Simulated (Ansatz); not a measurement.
FH$_{4}$NO$_{2}$Zr (`[NH2][Zr]([OH])([OH])[F]`), one more setting.

```yaml
crystal:
  periodic: [false, false, false]
  atoms:
    - {symbol: N, position_ang: [0.519454, 1.345356, -0.861922]}
    - {symbol: Zr, position_ang: [0.198660, -0.295449, 0.296788]}
    - {symbol: O, position_ang: [-0.260443, -1.745998, -0.876341]}
    - {symbol: O, position_ang: [-1.115954, 0.183212, 1.613539]}
    - {symbol: F, position_ang: [1.824044, -0.766078, 1.217685]}
    - {symbol: H, position_ang: [0.823469, 1.334866, -1.825437]}
    - {symbol: H, position_ang: [0.384598, 2.304000, -0.572527]}
    - {symbol: H, position_ang: [-0.576213, -2.553307, -1.269765]}
    - {symbol: H, position_ang: [-1.797625, 0.193398, 2.277991]}
basis:
  gaussian: {orbitals: def2-TZVPD}
hamiltonian: {xc: {name: r2SCANh}}
output: {forces: true}
```

```sh
$ ansatz run in.yaml --threads 4 --pin off --events-out ev --progress --plain --max-ram 10444MiB
```

Shortened log:

```
Functional definition: r2SCANh
  name "r2SCANh"
  cite "Bursch, Neugebauer, Ehlert & Grimme, J. Chem. Phys. 156, 134105 (2022) doi:10.1063/5.0086040"
  cite "Furness, Kaplan, Ning, Perdew & Sun, J. Phys. Chem. Lett. 11, 8208 (2020) doi:10.1021/acs.jpclett.0c02405"
  cite "Furness, Kaplan, Ning, Perdew & Sun, J. Phys. Chem. Lett. 11, 9248 (2020) doi:10.1021/acs.jpclett.0c03077"
  parent r2scan
  parameter a = 0.1
  parameter k0 = 0.174
  parameter k1 = 0.065
  parameter a1 = 4.9479
  exchange = (1 - a)*r2scan_x(k0 = k0, k1 = k1, a1 = a1) + a*exact_x
  correlation = r2scan_c
1269 factors; their error is unknown
mean field evaluation 1: about -9632.3454 eV, gradient 1.1e2 eV
mean field evaluation 2: about -9534.1455 eV, gradient 2.5e2 eV
mean field evaluation 4: about -9653.0041 eV, gradient 1.4e1 eV
mean field evaluation 8: about -9653.3601 eV, gradient 2.8e-1 eV
mean field evaluation 16: about -9653.3718 eV, gradient 4.2e-4 eV
mean field -9653.37180910 eV, -354.7548706939 hartree, gradient 1.7e-5 eV, S^2 0.000000; 0 other end points of the search recorded, 0 dependent functions left out
the calculation of the forces begins
reference -9653.37183287 eV, -354.7548715676 hartree; 24, 24 occupied and 209, 209 virtual orbitals, 1269 factors
Total energy: -9653.37183287 eV, -354.7548715676 hartree
Atom 0 at     0.519454     1.345356    -0.861922 Å, force     0.008788     0.065935    -0.048049 eV/Å
Atom 1 at     0.198660    -0.295449     0.296788 Å, force     0.045596    -0.005684     0.018833 eV/Å
Atom 2 at    -0.260443    -1.745998    -0.876341 Å, force    -0.024048    -0.083093    -0.090397 eV/Å
Atom 3 at    -1.115954     0.183212     1.613539 Å, force    -0.082497     0.048736     0.081153 eV/Å
Atom 4 at     1.824044    -0.766078     1.217685 Å, force     0.069289    -0.019046     0.039514 eV/Å
Atom 5 at     0.823469     1.334866    -1.825437 Å, force    -0.006493     0.024841     0.016811 eV/Å
Atom 6 at     0.384598     2.304000    -0.572527 Å, force     0.009363    -0.009692    -0.028037 eV/Å
Atom 7 at    -0.576213    -2.553307    -1.269765 Å, force    -0.007538    -0.016388    -0.002164 eV/Å
Atom 8 at    -1.797625     0.193398     2.277991 Å, force    -0.012460    -0.005609     0.012336 eV/Å
Dipole moment:    -0.514897    -0.004828    -0.173573 e Å
```

Run time 6 s (4 threads of an Intel Xeon Platinum 8259CL on a shared host); peak host memory 0.67 GiB.
